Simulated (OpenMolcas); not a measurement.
# CHClFGeN (SMILES N#[C][GeH]([F])[Cl]): entropy by statistical mechanics

A singlet with charge 0, relaxed at HF/6-31G* (Cartesian functions) (OpenMolcas 26.06):

```xyz
6

N    -1.0331   -2.2994    0.0415
C    -0.5446   -1.2731    0.0421
Ge    0.2487    0.4716    0.1042
F     1.8883    0.2568   -0.2780
Cl   -0.6241    1.6614   -1.4230
H     0.1068    1.1187    1.4671
```

Harmonic wavenumbers in cm⁻¹: 119, 169, 213, 373, 382, 468, 530, 785, 793, 814, 2359, 2579.

Masses in u: N 14.007, C 12.011, Ge 72.63, F 18.998, Cl 35.45, H 1.008. Take T = 298.15 K, p = 1 bar, R = 8.3145 J/(mol K), kT/hc = 207.22 cm⁻¹, rigid rotor and harmonic oscillator.

**Question.** Work out S° at 298 K.

**Answer.** 
1. Translation (Sackur–Tetrode): S = R[3/2 ln M + 5/2 ln T − 1.1517] with M = 154.104 gives 171.7 J/(mol K).
2. Rotation: principal moments 137.964, 243.915, 336.696 u Å² give A, B, C = 0.1222, 0.0691, 0.0501 cm⁻¹; the symmetry number is σ = 1; q = (√π/σ)√((kT/hc)³/ABC) = 257057; S = R(ln q + 3/2) = 116.0.
3. Vibration: with u = ν̃/207.22, each mode gives R[u/(eᵘ − 1) − ln(1 − e⁻ᵘ)]; the sum is 48.7, most from 119 cm⁻¹ (13.0), 169 cm⁻¹ (10.2), 213 cm⁻¹ (8.4).
4. Spin and the two mirror images of this shape: R ln 2 = 5.8.
5. Sum: 171.7 + 116.0 + 48.7 + 5.8 = 342.2 J/(mol K).

No measured value is set beside it here. Where a soft mode is a torsion, a harmonic oscillator describes it poorly. Unscaled Hartree–Fock wavenumbers run high.
